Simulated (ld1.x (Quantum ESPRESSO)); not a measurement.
## Which change was made? (Se, TM)

Se, norm-conserving Troullier–Martins (Kleinman–Bylander form), made with ld1.x (Quantum ESPRESSO) 7.5 (PBE, scalar-relativistic). Core [Ar] 3d10, reference 4s1.5 4p4.5. Waves: 4p (bound): rc 1.85 bohr; 4d channel at 0.4 Ry: rc 1.95 bohr; 4s (bound): rc 1.30 bohr. Local part: the s channel. Core correction: none.

Cutoffs, loose and tight: the cutoffs (Ry, on a coarse ladder) from which the occupation-weighted sum of valence levels, in a spherical-Bessel basis at the reference potential, stays within 10 and 1 mRy of its value at 400 Ry. They do not see the model core or the augmentation charge, which bear on the density cutoff. Test errors are all-electron minus pseudo excitation energies from the reference, over the configurations 4s2 4p4; 4s2 4p3; 4s2 4p2; 4s1 4p5; 4s2 4p0; 4s0 4p6; 4s2 4p3.5; variants that change the core or the reference have their own tests.

The base gives: outcome: generated; cutoff, loose: 40 Ry; cutoff, tight: 90 Ry; bound ghosts: none; largest test error (meV): -59.

Problem. After one change the result is: outcome: generated; cutoff, loose: 80 Ry; cutoff, tight: 180 Ry; bound ghosts: p; largest test error (meV): -66. Which change was it?
A. wave 4p (bound): rc 1.85 bohr becomes 4p (bound): rc 1.24 bohr
B. wave 4p (bound): rc 1.85 bohr becomes 4p (bound): rc 1.96 bohr
C. wave 4p (bound): rc 1.85 bohr becomes 4p (bound): rc 2.20 bohr
D. wave 4p (bound): rc 1.85 bohr becomes 4p (bound): rc 2.58 bohr

Solution. A. The others give: wave 4p (bound): rc 1.85 bohr becomes 4p (bound): rc 2.20 bohr → outcome: generated; cutoff, loose: 40 Ry; cutoff, tight: 90 Ry; bound ghosts: p; largest test error (meV): -125 | wave 4p (bound): rc 1.85 bohr becomes 4p (bound): rc 2.58 bohr → outcome: generated; cutoff, loose: 40 Ry; cutoff, tight: 90 Ry; bound ghosts: p; largest test error (meV): -243 | wave 4p (bound): rc 1.85 bohr becomes 4p (bound): rc 1.96 bohr → outcome: generated; cutoff, loose: 40 Ry; cutoff, tight: 90 Ry; bound ghosts: p; largest test error (meV): -70.
